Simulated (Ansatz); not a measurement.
Diatomic IrCl, multiplicity 3 (lowest of 2S+1 = 1, 3, 5 at CCSD(T)/def2-TZVPP on PBE0 minima; our sources give no spin for the ground state, which may be another). No spin–orbit coupling.

Seven points along R, fitted to fifth degree in 1/R; most abundant isotopes. Runs in def2 and cc sets follow the lowest solution found near the PBE0 minimum.

Run with Ansatz (a program for electronic structure). Values without a source in brackets are computed. In def2 rows elements past Kr take small-core potentials, without spin–orbit coupling.

Energies at wB97M-V/def2-TZVPP:

```csv
R (Å),E (hartree)
2.003724,-564.38336368
2.057588,-564.39048492
2.107142,-564.39432275
2.163160,-564.39614051
2.219178,-564.39582939
2.283815,-564.39343346
2.359224,-564.38860938
```

Problem. With a reduced mass of 29.6040 u, find the minimum, the force constant and the constants.

Solution. A fifth-degree polynomial in 1/R puts the minimum at r_e = 2.1815 Å with force constant 272 N/m. Then ω_e = (1/2πc)√(k/μ) = 395 cm⁻¹ and B_e = h/(8π²cμr_e²) = 0.1197 cm⁻¹; the cubic and quartic terms give α_e = 0.00048 and ω_e x_e = 1.2 cm⁻¹.
